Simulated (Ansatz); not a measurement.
The cluster Li₂Al₄⁻. Charge -1, multiplicity 2. Geometry r2SCAN-D4/def2-SVP, that of the neutral singlet; atoms count from 1.

```
atom   x (Å)   y (Å)   z (Å)
 Li1   0.067   3.025   0.518
 Li2  -0.646  -0.652  -1.870
 Al3   1.358   0.705  -0.056
 Al4  -1.029  -1.890   0.717
 Al5  -1.120   0.613   0.834
 Al6   1.370  -1.801  -0.143
```

The highest occupied level of the charge -1 doublet lies above zero (up to 0.17 eV). By energy differences its removal costs 0.98 eV (vertical, to the charge 0 singlet, at PBE0-D4/def2-TZVPD); a positive level beside a positive removal energy at the same level points to self-interaction error. The structure comes from a short search, and lower isomers may exist.

Problem. Estimate the Mulliken populations from the PBE0/def2-TZVPD orbitals of Ansatz.

Solution. 
```json
{"atom": "Li1", "charge (e)": "0.00", "spin (α − β)": "0.29"}
{"atom": "Li2", "charge (e)": "0.23", "spin (α − β)": "0.27"}
{"atom": "Al3", "charge (e)": "-0.37", "spin (α − β)": "0.03"}
{"atom": "Al4", "charge (e)": "-0.26", "spin (α − β)": "0.19"}
{"atom": "Al5", "charge (e)": "-0.36", "spin (α − β)": "0.03"}
{"atom": "Al6", "charge (e)": "-0.25", "spin (α − β)": "0.19"}
```
Mulliken values and Mayer orders depend strongly on the basis. With diffuse functions, as here, like atoms can get unlike values, and bond orders can come out too low or too high.

Problem. Where does the spin sit?

Solution. Summed by element: Li 0.56, Al 0.44, of 1 unpaired in all. Largest on single atoms: Li1 0.29, Li2 0.27, Al4 0.19.

Problem. And the Mayer bond orders between bonded heavy atoms (over 0.3)?

Solution. Li1–Al3 0.57 (2.72 Å); Li1–Al5 0.57 (2.71 Å); Li2–Al4 0.32 (2.89 Å); Li2–Al6 0.32 (2.89 Å); Al3–Al5 0.72 (2.63 Å); Al3–Al6 0.76 (2.51 Å); Al4–Al5 0.76 (2.51 Å); Al4–Al6 0.92 (2.55 Å). Values over 0.3 also appear between atoms too far apart for a bond (Al3–Al4 0.46 at 3.61 Å; Al5–Al6 0.45 at 3.60 Å); they arise where an orbital or an unpaired electron spreads over both atoms.
